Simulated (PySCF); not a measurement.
Te(F)(SMe) (CH3FSTe), SMILES S([Te]F)C.

The structure is a stationary point at B3LYP-D3(BJ)/def2-SVP. The def2 effective core potentials stand for the cores of Te; spin–orbit coupling is left out. The values are those of a single conformer.

Method: B3LYP-D3(BJ)/def2-SVP (PySCF).

Frequencies are harmonic and unscaled.

```csv
mode,ν (cm⁻¹),IR (km/mol),moving atoms (share of kinetic energy)
1,95,3.8,"F 47 %, C 29 %, H 14 %"
2,119,0.7,"H 87 %, F 9 %"
3,169,5.0,"F 38 %, S 33 %, H 16 %"
4,201,0.3,"C 41 %, H 21 %, S 17 %, Te 16 %"
5,363,9.2,"S 78 %, Te 19 %"
6,587,60.4,"F 87 %, Te 13 %"
7,681,1.2,"C 58 %, S 31 %, H 11 %"
8,956,2.3,"H 84 %, C 14 %"
9,960,8.2,"H 79 %, C 18 %"
10,1323,8.9,"H 86 %, C 13 %"
11,1437,10.9,H 95 %
12,1451,8.7,H 95 %
13,3046,12.6,H 98 %
14,3151,0.9,"H 90 %, C 10 %"
15,3172,1.9,"H 90 %, C 10 %"
```
